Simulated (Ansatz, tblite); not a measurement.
Cost and result up the ladder for tetramethylammonium hexafluoroantimonate (C₄H₁₂F₆NSb) (24 atoms). Charge 0, multiplicity 1. Geometry: PBE-D4/def2-SVP.

Cartesian coordinates in Å:
```
C 1.4374 -0.1468 -0.7221
N 0.7903 -0.9198 0.3997
C -0.4961 -1.5318 -0.0943
C 0.4872 0.0199 1.5396
C 1.7148 -1.9997 0.8672
H 0.7566 0.6722 -1.0164
H 2.3972 0.2593 -0.3544
H 1.6076 -0.8364 -1.5687
H -0.2563 -2.2270 -0.9191
H -0.9675 -2.0753 0.7444
H -1.1523 -0.7183 -0.4520
H 1.4340 0.4824 1.8712
H -0.2141 0.7918 1.1752
H 0.0328 -0.5636 2.3605
H 2.6463 -1.5401 1.2444
H 1.9446 -2.6716 0.0201
H 1.2248 -2.5717 1.6763
F -1.5131 3.4846 -2.4312
Sb -1.9595 2.2777 -0.9916
F -2.5801 3.7034 0.1520
F -0.1332 2.4629 -0.2501
F -3.7249 1.9265 -1.6897
F -2.2504 0.9651 0.4595
F -1.2259 0.7562 -2.0204
```

Ansatz on 4 threads of Arm Neoverse V2 on a shared host; xTB runs through tblite on one thread. Times are rough, summed over both states, and most runs start from the orbitals of an earlier one. PBE0-D4/def2-SVP serves as the yardstick here, not as an exact answer. The other state is a doublet.

In the def2 sets Sb takes a core potential; there is no spin–orbit coupling. The xTB rows come from tblite. HOMO above LUMO, or a gap near zero within one spin, warns that the state may not be the lowest or that an electron is smeared out.

Raw xTB energies of ions are shifted by several eV.

| level | functions | wall time |
| --- | --- | --- |
| GFN2-xTB | 65 | 0.039 s |
| GFN1-xTB | 77 | 0.045 s |
| PBE-D4/def2-SVP | 240 | 27 s |
| PBE0-D4/def2-SVP | 240 | 54 s |

(1) Estimate what each level gives for the vertical IE (eV).

Results:

(1) 
```json
{"level": "GFN2-xTB", "vertical IE (eV)": "15.37", "difference from PBE0-D4/def2-SVP (eV)": "3.39", "remarks": "–"}
{"level": "GFN1-xTB", "vertical IE (eV)": "16.47", "difference from PBE0-D4/def2-SVP (eV)": "4.50", "remarks": "–"}
{"level": "PBE-D4/def2-SVP", "vertical IE (eV)": "10.57", "difference from PBE0-D4/def2-SVP (eV)": "-1.41", "remarks": "gap within one spin near zero (+1 doublet)"}
{"level": "PBE0-D4/def2-SVP", "vertical IE (eV)": "11.98", "difference from PBE0-D4/def2-SVP (eV)": "0.00", "remarks": "–"}
```
